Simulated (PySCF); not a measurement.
C3H6NO, SMILES [CH2]N(C)C=O, multiplicity 2. The structure is a stationary point at PBE-D3(BJ)/def2-SVP. The isomer is the one that the SMILES or the coordinates give; other isomers of the formula were not compared. The values are those of a single conformer.

Computed equilibrium geometry at PBE-D3(BJ)/def2-SVP (PySCF confirms it by a frequency run) as Cartesian coordinates in Å, and its point group (one conformer of several):
point group Cs.
```xyz
11

C     -1.4375     0.3753     0.0000
N     -0.0651     0.3700     0.0000
C      0.6649     1.6284     0.0000
C      0.6367    -0.8399     0.0000
O      0.1035    -1.9395     0.0000
H     -1.9610     1.3370     0.0000
H     -1.9357    -0.6004     0.0000
H      0.4197     2.2288     0.9009
H      1.7518     1.4194     0.0000
H      0.4197     2.2288    -0.9009
H      1.7484    -0.6707     0.0000
```
Charge 0, spin multiplicity 2.
